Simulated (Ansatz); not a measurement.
Breaking the Ge2–H3 bond in BGeH5 (SMILES [BH2][GeH3]) (multiplicity 1 held, fragments rigid). Energies count from the point at 1.540 Å.
Geometry at that point (charge 0, multiplicity 1):
```xyz
7

B     -1.68448    -0.08981    -0.38806
Ge     0.32433     0.01333     0.07253
H      1.16136    -1.18219    -0.41786
H      0.93481     1.29603    -0.53232
H      0.50580     0.12015     1.60208
H     -2.40523     0.79344    -0.04632
H     -2.15298    -1.00476    -0.98629
```

R- and RO- levels are restricted; in cc, def2 and unpolarised 6-31G sets they are followed outwards from rest. Unrestricted levels (U-) break spin symmetry where that is lower. Levels need not reach the same state.

Frozen-core correlation. Filled d and f shells under p-block atoms count as core.

Programs: Ansatz (Gaussian basis) for Hartree–Fock, density functionals and correlated methods. Values without a source in brackets are computed.

### Question
What energy at R = 4.927 Å does U-SCS-MP2/cc-pVTZ give?

### Answer
87.5 kcal/mol

### Question
What energy at R = 4.927 Å does R-B3LYP/cc-pVTZ give?

### Answer
121.1 kcal/mol

### Question
Predict the energy at R = 4.927 Å from R-SCS-MP2/cc-pVTZ.

### Answer
113.8 kcal/mol

Doubts at one or more of the structures used: a restricted determinant that unrestricted orbitals would lower (R-B3LYP/cc-pVTZ, R-SCS-MP2/cc-pVTZ); a spin-contaminated determinant (U-SCS-MP2/cc-pVTZ).

Ansatz is a first-principles code.
